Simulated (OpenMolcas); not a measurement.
## OpenMolcas run: Hg I

Input:

```
&GATEWAY
Coord
1

Hg 0.0 0.0 0.0
Basis=ANO-RCC-VDZ
Group=XYZ
NoMove
AngMom=0.0 0.0 0.0
AMFI
&SEWARD
Relativistic=R04O02
&RASSCF
FileOrb=start.orb
Symmetry=1
Spin=3
nActEl=2 0 0
Inactive=20 19
Ras2=1 3
CIRoot=3 3 1
SDav=3
CIMx=300
Iter=120 100
PrWF=0.3
OrbListing=Nothing
MaxOrb=0
Atom
>>> COPY $Project.JobIph JOB001
&RASSCF
FileOrb=start.orb
Symmetry=1
Spin=1
nActEl=2 0 0
Inactive=20 19
Ras2=1 3
CIRoot=1 1 1
SDav=7
CIMx=300
Iter=120 100
PrWF=0.3
OrbListing=Nothing
MaxOrb=0
Atom
>>> COPY $Project.JobIph JOB002
&RASSCF
FileOrb=start.orb
Symmetry=2
Spin=3
nActEl=2 0 0
Inactive=20 19
Ras2=1 3
CIRoot=3 3 1
SDav=3
CIMx=300
Iter=120 100
PrWF=0.3
OrbListing=Nothing
MaxOrb=0
Atom
>>> COPY $Project.JobIph JOB003
&RASSCF
FileOrb=start.orb
Symmetry=2
Spin=1
nActEl=2 0 0
Inactive=20 19
Ras2=1 3
CIRoot=3 3 1
SDav=3
CIMx=300
Iter=120 100
PrWF=0.3
OrbListing=Nothing
MaxOrb=0
Atom
>>> COPY $Project.JobIph JOB004
&RASSI
NrOfJobIphs=3 1 3 3
1
1 2 3
1 2 3
IphNames
JOB002
JOB003
JOB004
EJob
SpinOrbit
DIPRint=1.0
SOCoupling=1000.0
Subsets=2
MEES
Property=10
'ANGMOM' 1 'ANGMOM' 2 'ANGMOM' 3 'MLTPL  1' 1 'MLTPL  1' 2 'MLTPL  1' 3
'AMFI' 1 'AMFI' 2 'AMFI' 3 'MLTPL  2' 6
SOProperty=3
'ANGMOM' 1 'ANGMOM' 2 'ANGMOM' 3
```

Launched by
```bash
OMP_NUM_THREADS=1 MOLCAS_MEM=2252 MOLCAS_PROJECT=a pymolcas a.inp > a.log  # once for each step of the input, in one work folder
```

A driver script runs the steps one by one and writes start.orb anew before each from the orbitals found so far.

Output, cut to the results:

```
--- SEWARD ---
Basis set label: HG.ANO-RCC...7S6P4D1F.

      Electronic valence basis set:
      ------------------
      Associated Effective Charge  80.000000 au
      Associated Actual Charge     80.000000 au
      Nuclear Model: Point charge

      Shell  nPrim  nBasis  Cartesian Spherical Contaminant
         s      25       7        X
         p      22       6        X
         d      16       4                 X
         f      12       1                 X
Relativistic=R04O02
                  Relativistic Douglas-Kroll-Hess integrals:
                    - DKH order of Hamiltonian: 4
                    - DKH order of Properties : 2
--- RASSCF ---
Wave function specifications:
      -----------------------------

      Number of closed shell electrons          78
      Number of electrons in active shells       2
      Max number of holes in RAS1 space          0
      Max nr of electrons in RAS3 space          0
      Number of inactive orbitals               39
      Number of active orbitals                  4
      Number of secondary orbitals               9
      Spin quantum number                      1.0
      State symmetry                             1
Orbital specifications:
      -----------------------

      Symmetry species                           1   2
                                                ag  au
      Frozen orbitals                            0   0
      Inactive orbitals                         20  19
      Active orbitals                            1   3
      RAS1 orbitals                              0   0
      RAS2 orbitals                              1   3
      RAS3 orbitals                              0   0
      Secondary orbitals                         6   3
      Deleted orbitals                           0   0
      Number of basis functions                 27  25
      Number of CSFs                             3
      Number of root(s) required                 3
      Iter CI   SX   CI       RASSCF       Energy    max ROT     max BLB   max BLB  Level Ln srch  Step   QN
          iter iter root      energy       change     param      element    value   shift minimum  type update
 Nr of preliminary CI iterations:   1
 ###############################################################################
 ###############################################################################
 ###                                                                         ###
 ###                                                                         ###
 ###    WARNING: Problems in orbital optimization.                           ###
 ###                                                                         ###
 ###                                                                         ###
 ###############################################################################
 ###############################################################################
  Warning: In symmetry  1, orbital p=  21 has diagonal density matrix element D(p,p) close to zero. D(p,p)=  0.000000E+00
      Total energies have been shifted. Add               -19000.00 au
        ...
 ###############################################################################
 ###############################################################################
  Warning: In symmetry  1, orbital p=  21 has diagonal density matrix element D(p,p) close to zero. D(p,p)=  0.000000E+00
        4   1    1    0  -622.19985472   -3.64E-12   0.00E+00   15  22 1  4.39E-08   0.50   0.00    SX    NO
      Convergence after  4 iterations
        5   1    1    0  -622.19985472    0.00E+00   0.00E+00   15  22 1  4.39E-08   0.50   0.00    SX    NO
      Natural orbitals and occupation numbers for root  1
      sym 1:   0.000000
      sym 2:   1.000000   1.000000  -0.000000
      Natural orbitals and occupation numbers for root  2
      sym 1:   0.000000
      sym 2:   1.000000   0.000000   1.000000
      Natural orbitals and occupation numbers for root  3
      sym 1:   0.000000
      sym 2:   0.000000   1.000000   1.000000
::    RASSCF root number  1 Total energy: -19622.19985472
::    RASSCF root number  2 Total energy: -19622.19985472
::    RASSCF root number  3 Total energy: -19622.19985472
--- RASSCF ---
Wave function specifications:
      -----------------------------

      Number of closed shell electrons          78
      Number of electrons in active shells       2
      Max number of holes in RAS1 space          0
...
--- RASSI ---
SPIN-FREE ENERGIES:
  (Shifted by EMIN (a.u.) =     -19622.6025150454)

 SF State       Relative EMIN(au)   Rel lowest level(eV)    D:o, cm**(-1)      L_eff

     1             0.0000000000        0.0000000000              0.0000         0.0
     2             0.1617874887        4.4024618448          35508.2494         1.0
     3             0.1617874887        4.4024618448          35508.2494         1.0
     4             0.1617874887        4.4024618448          35508.2494         1.0
     5             0.2541267792        6.9151419445          55774.3812         1.0
     6             0.2541267792        6.9151419445          55774.3812         1.0
     7             0.2541267792        6.9151419445          55774.3812         1.0
     Dipole printing threshold changed to   1.00000000E+00

++ Dipole transition strengths (spin-free states):
   -----------------------------------------------
     for osc. strength at least  1.00000000E+00

  ( Max oscillator strength is only   0.75531021127822284      )
--
Eigenvalues of complex Hamiltonian:
   -----------------------------------
  (Shifted by EMIN (a.u.) =     -19622.6025150454)

 SO State       Relative EMIN(au)   Rel lowest level(eV)    D:o, cm**(-1)     J-value

     1             0.0000000000        0.0000000000              0.0000         0.0
     2             0.1458514996        3.9688214909          32010.7041         0.0
     3             0.1532351709        4.1697414208          33631.2326         0.7
     4             0.1532351709        4.1697414208          33631.2326         0.9
     5             0.1532351709        4.1697414208          33631.2326         0.7
     6             0.1697554832        4.6192820218          37257.0221         1.3
     7             0.1697554832        4.6192820218          37257.0221         1.6
     8             0.1697554832        4.6192820218          37257.0221         1.9
...
```

The J values that RASSI prints are effective ones from its own formula and need not be integers or half-integers; the table below assigns J from the states.

Levels above the lowest, from the spin-orbit matrix, grouped by J:

```
Configuration  Term  J  E (cm⁻¹)  Measured (cm⁻¹)      g  Term weight %
          6s²    ¹S  0       0.0              0.0                   100
        6s 6p   ³P°  0     32011            37645                   100
        6s 6p   ³P°  1     33631            39412  1.498             99
        6s 6p   ³P°  2     37257            44043  1.501            100
        6s 6p   ¹P°  1     55903            54069  1.003             99
```

Against the 4 measured excited levels shown (NIST Handbook of Basic Atomic Spectroscopic Data) the mean absolute deviation is 5000 cm-1; the largest miss in energy is 6s 6p ³P°₂: computed 37257, measured 44043 cm⁻¹ (-15.4 %).

Some high roots are left out of the spin-orbit mixing, which shifts the levels that they would mix with. Spin-orbit splittings of 6p shells tend to come out small when the coupling is added on scalar orbitals. Measured partners are found by configuration, term and J. A level has none where our copy of the source lacks it or the pairing is in doubt (some pairs that miss far off the trend of their configuration count as doubtful), and it then counts in no deviation. Only configurations of the active space appear. The first state left out of the spin-orbit step lies near 88000 cm-1 above the lowest spin-free state of the reference (among the parities and spins computed), and the list stops at four fifths of that energy or lower.

The term weight is that of the spin-free term in the level, not the purity of its configuration. ° marks odd parity.
